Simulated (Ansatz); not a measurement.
Molecule: BeH2, net charge 0, singlet state. 
Structure (B3LYP-D3(BJ)/def2-TZVP (Ansatz, an electronic-structure program) minimum search):
SMILES: [BeH2]
```xyz
3

Be     0.0000     0.0000     0.0000
H      0.0000     0.0000     1.3301
H      0.0000     0.0000    -1.3301
```

Computed values are from Ansatz. Valence correlation only, unless marked. UHF or UKS for open shells. No spin-orbit coupling. Non-relativistic. CBS(X,Y): correlation extrapolated as X^-3; Hartree-Fock from the larger set.

Problem. What is the total energy at CCSD(T)/CBS(def2-TZVPPD,def2-QZVPPD)?

Solution. -15.8542 Eh.

Problem. What is the atomisation energy De at CCSD(T)/CBS(def2-TZVPPD,def2-QZVPPD)?

Solution. 618.1 kJ/mol.

Problem. What is the T1 diagnostic at CCSD/def2-QZVPPD?

Solution. 0.006.

Problem. What is the dipole moment at CCSD(T)/def2-SVPD?

Solution. 0.00 D.
